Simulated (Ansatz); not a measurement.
`IB1C[SiH2]1` + HBr → `BrB1C[SiH2]1` + HI at 500 K and 1 bar (ligand exchange at a B–I bond).

Program: Ansatz. Geometries: PBE0-D4/def2-TZVP. ΔE: electronic, gas phase. CBS: MP2 limit from def2 TZ/QZ plus the TZ coupled-cluster correction, frozen cores. def2 core potentials past Kr. For Br, I outer-core shells are correlated without core-valence functions, which leaves a few kJ/mol of doubt a bond. Scalar relativity is left out up to krypton.

```csv
species,CCSD(T)/CBS energy (Eh),H − E (kJ/mol),S (J/(mol·K))
`IB1C[SiH2]1`,-651.73646,159.6,385.5
HBr,-2573.91920,30.5,213.7
`BrB1C[SiH2]1`,-2927.62200,159.9,376.8
HI,-298.03592,28.6,221.6
```

H − E and S are ideal-gas, rigid-rotor, harmonic terms from PBE0-D4/def2-TZVP, for one conformer and one mirror image of each species. 1 Eh = 2625.50 kJ/mol, R = 8.31446 J/(mol·K).

By hand: ΔE, ΔH, ΔS and ΔG.

ΔE = (-2927.62200) + (-298.03592) − (-651.73646) − (-2573.91920) = -0.00226 Eh = -5.9 kJ/mol. Δ(H − E) = 159.9 + 28.6 − 159.6 − 30.5 = -1.6, so ΔH = -7.5 kJ/mol. ΔS = 376.8 + 221.6 − 385.5 − 213.7 = -0.8 J/(mol·K). ΔG = -7.5 − 500 × (-0.8)/1000 = -7.1 kJ/mol.

By hand: the equilibrium constant, and the temperature at which ΔG would vanish if ΔH and ΔS stayed fixed.

log₁₀ K = −ΔG/(RT ln 10) = 0.7. ΔG = 0 at ΔH/ΔS = 9375 K, far beyond where these terms or the molecules hold.

The number of gas molecules stays the same, so ΔS is small and ΔH decides. A doubt of 5 kJ/mol in ΔE shifts log₁₀ K by 0.5 here. Other conformers and mirror images would add mixing entropy, several J/(mol·K) or more a flexible species. These are equilibria of isolated gas molecules and say nothing of rates. Largest T1 diagnostic: 0.013 (customary marks: 0.02 for closed shells, 0.045 for open ones).
